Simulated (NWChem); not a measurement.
System: CHOS cation; SMILES C(=[OH+])=S

Parts of the log:

```
             Northwest Computational Chemistry Package (NWChem) 7.3.0
             --------------------------------------------------------

 CS  symmetry detected

                             Geometry "geometry" -> ""
                             -------------------------

 Output coordinates in angstroms (scale by  1.889725989 to convert to a.u.)

  No.       Tag          Charge          X              Y              Z
 ---- ---------------- ---------- -------------- -------------- --------------
    1 O                    8.0000    -0.07816482     1.62205824     0.00000000
    2 C                    6.0000     0.01055694     0.39826731     0.00000000
    3 S                   16.0000    -0.01111599    -1.09564150     0.00000000
    4 H                    1.0000     0.73983285     2.16419417     0.00000000

 Effective nuclear repulsion energy (a.u.)      88.1258381193

      Symmetry information
      --------------------

 Group name             Cs
 Group number              2
 Group order               2
 No. of unique centers     4

                                 NWChem DFT Module
                                 -----------------

 Summary of "ao basis" -> "ao basis" (spherical)
 ------------------------------------------------------------------------------
       Tag                 Description            Shells   Functions and Types
 ---------------- ------------------------------  ------  ---------------------
 O                        aug-cc-pvdz                9       23   4s3p2d
 C                        aug-cc-pvdz                9       23   4s3p2d
 S                        aug-cc-pvdz               11       27   5s4p2d
 H                        aug-cc-pvdz                5        9   3s2p

      Symmetry analysis of basis
      --------------------------

        a'         58
        a"         24

            General Information
            -------------------
          SCF calculation type: DFT
          Wavefunction type:  closed shell.
          No. of atoms     :     4
          No. of electrons :    30
           Alpha electrons :    15
            Beta electrons :    15
          Charge           :     1
          Spin multiplicity:     1
          Use of symmetry is: off; symmetry adaption is: on
          Maximum number of iterations: 150
          AO basis - number of functions:    82
                     number of shells:    34
          Convergence on energy requested:  1.00D-06
          Convergence on density requested:  1.00D-05
          Convergence on gradient requested:  5.00D-04

              XC Information
              --------------
                         B3LYP Method XC Potential
                     Hartree-Fock (Exact) Exchange  0.200
                        Slater Exchange Functional  0.800 local
                    Becke 1988 Exchange Functional  0.720 non-local
              Lee-Yang-Parr Correlation Functional  0.810
                  VWN I RPA Correlation Functional  0.190 local

             Grid Information
             ----------------
          Grid used for XC integration:  medium
          Radial quadrature: Mura-Knowles
          Angular quadrature: Lebedev.
          Tag              B.-S. Rad. Rad. Pts. Rad. Cut. Ang. Pts.
          ---              ---------- --------- --------- ---------
          O                   0.60       49          12.0       434
          C                   0.70       49          12.0       434
          S                   1.00       88          14.0       590
          H                   0.35       45          14.0       434
          Grid pruning is: on
          Number of quadrature shells:   231
          Spatial weights used:  Erf1

      Superposition of Atomic Density Guess
      -------------------------------------

 Sum of atomic energies:        -510.41200502

 Renormalizing density from      31.00 to     30

      Non-variational initial energy
      ------------------------------

 Total energy =    -501.043311
 1-e energy   =    -849.515178
 2-e energy   =     260.346029
 HOMO         =      -0.766066
 LUMO         =      -0.377463

      Symmetry analysis of molecular orbitals - initial
      -------------------------------------------------

[...]

                                NWChem TDDFT Module
                                -------------------

            General Information
            -------------------
           No. of orbitals :     164
            Alpha orbitals :      82
             Beta orbitals :      82
        Alpha frozen cores :       0
         Beta frozen cores :       0
     Alpha frozen virtuals :       0
      Beta frozen virtuals :       0
         Spin multiplicity :       1
    Number of AO functions :      82
        Use of symmetry is : off
      Symmetry adaption is : on
         Schwarz screening :  0.10D-07

              XC Information
              --------------
                  B3LYP Method XC Potential
              Hartree-Fock (Exact) Exchange   0.20
                 Slater Exchange Functional   0.80 local
             Becke 1988 Exchange Functional   0.72 non-local
       Lee-Yang-Parr Correlation Functional   0.81
           VWN I RPA Correlation Functional   0.19 local

             TDDFT Information
             -----------------
          Calculation type : Tamm-Dancoff TDDFT
         Wavefunction type : Restricted singlets
          No. of electrons :      30
           Alpha electrons :      15
            Beta electrons :      15
              No. of roots :       8
          Max subspacesize :    5600
            Max iterations :     100
               Target root :       1
           Target symmetry : none
      Symmetry restriction : off
                 Algorithm : Optimal
        Davidson threshold :  0.10D-03

    8 smallest eigenvalue differences (eV)
--------------------------------------------------------
  No. Spin  Occ  Vir  Irrep   E(Occ)    E(Vir)   E(Diff)
--------------------------------------------------------
    1    1   15   16 a"       -0.580    -0.332     6.737
    2    1   14   16 a'       -0.598    -0.332     7.239
    3    1   15   17 a'       -0.580    -0.307     7.430
    4    1   14   17 a"       -0.598    -0.307     7.932
    5    1   15   18 a"       -0.580    -0.234     9.406
    6    1   14   18 a'       -0.598    -0.234     9.907
    7    1   13   16 a'       -0.734    -0.332    10.940
    8    1   12   16 a"       -0.751    -0.332    11.387
--------------------------------------------------------

  Entering Davidson iterations
  Restricted singlet excited states

  Iter   NTrls   NConv    DeltaV     DeltaE      Time
  ----  ------  ------  ---------  ---------  ---------
    1      8       0     0.30E+00   0.10+100       26.9
    2     16       0     0.47E-01   0.36E-01       27.2
    3     24       0     0.16E+00   0.58E-01       27.4
    4     32       2     0.63E-01   0.33E-01       27.5
    5     38       4     0.12E-01   0.98E-02       25.3
    6     42       6     0.27E-02   0.34E-03       24.1
    7     44       6     0.26E-01   0.12E-02       22.6
    8     46       7     0.49E-02   0.71E-03       22.2
    9     47       7     0.13E-02   0.34E-04       20.4
   10     48       7     0.18E-03   0.19E-05       20.3
   11     49       8     0.46E-04   0.35E-07       20.3
  ----  ------  ------  ---------  ---------  ---------
  Convergence criterion met

  Ground state a'       -511.811381359393 a.u.

  ----------------------------------------------------------------------------
  Root   1 singlet a"             0.186079908 a.u.                5.0635 eV
  ----------------------------------------------------------------------------
     Transition Moments    X  0.00000   Y -0.00000   Z -0.00408
     Dipole Oscillator Strength                    0.0000020669
     Electric Quadrupole                           0.0000000034
     Magnetic Dipole                               0.0000000320
     Total Oscillator Strength                     0.0000021023

     Occ.   14  a'  ---  Virt.   17  a"       0.12359
     Occ.   15  a"  ---  Virt.   16  a'      -0.99139
  ----------------------------------------------------------------------------
  Root   2 singlet a'             0.213813468 a.u.                5.8182 eV
  ----------------------------------------------------------------------------
     Transition Moments    X -0.01701   Y -0.03077   Z  0.00000
     Dipole Oscillator Strength                    0.0001762047
     Electric Quadrupole                           0.0000000066
     Magnetic Dipole                               0.0000000007
     Total Oscillator Strength                     0.0001762121

     Occ.   14  a'  ---  Virt.   16  a'       0.71373
     Occ.   15  a"  ---  Virt.   17  a"      -0.69804
  ----------------------------------------------------------------------------
  Root   3 singlet a"             0.229231072 a.u.                6.2377 eV
  ----------------------------------------------------------------------------
     Transition Moments    X  0.00000   Y -0.00000   Z -0.01833
     Dipole Oscillator Strength                    0.0000513544
     Electric Quadrupole                           0.0000000040
     Magnetic Dipole                               0.0000000327
     Total Oscillator Strength                     0.0000513912

     Occ.   14  a'  ---  Virt.   17  a"      -0.99156
     Occ.   15  a"  ---  Virt.   16  a'      -0.12363
  ----------------------------------------------------------------------------
  Root   4 singlet a"             0.302763610 a.u.                8.2386 eV
  ----------------------------------------------------------------------------
     Transition Moments    X -0.00000   Y  0.00000   Z  0.17395
     Dipole Oscillator Strength                    0.0061071928
     Electric Quadrupole                           0.0000000791
     Magnetic Dipole                               0.0000007913
     Total Oscillator Strength                     0.0061080632

[...]
```

Level: B3LYP/aug-cc-pVDZ, TDA. Geometry: optimised at PBE0-D3(BJ)/def2-TZVP.

Reconstruct the input file.

Several could match; the one computed here: the input that was run:
```
start job
memory heap 200 mb stack 900 mb global 1100 mb
charge 1
geometry units angstroms noautoz
  O     -0.118344     1.640700     0.000000
  C      0.003541     0.419766     0.000000
  S      0.022399    -1.074181     0.000000
  H      0.684647     2.204825     0.000000
end
basis spherical
  * library aug-cc-pvdz
end
dft
  xc b3lyp
  iterations 150
end
tddft
  cis
  nroots 8
  notriplet
end
task tddft energy
```
